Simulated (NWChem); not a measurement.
Molecule: C₃HF₃; SMILES FC(F)(F)C#C

Computed with NWChem. Structure relaxed at the PBE0/def2-SVP level. Static field.

**Question.** What does the run give for PBE/Sadlej pVTZ? Quantities: isotropic polarisability (bohr³); anisotropy (bohr³).

**Answer.** The isotropic polarisability (bohr³) comes out as 39.7 and the anisotropy (bohr³) is 21.2.
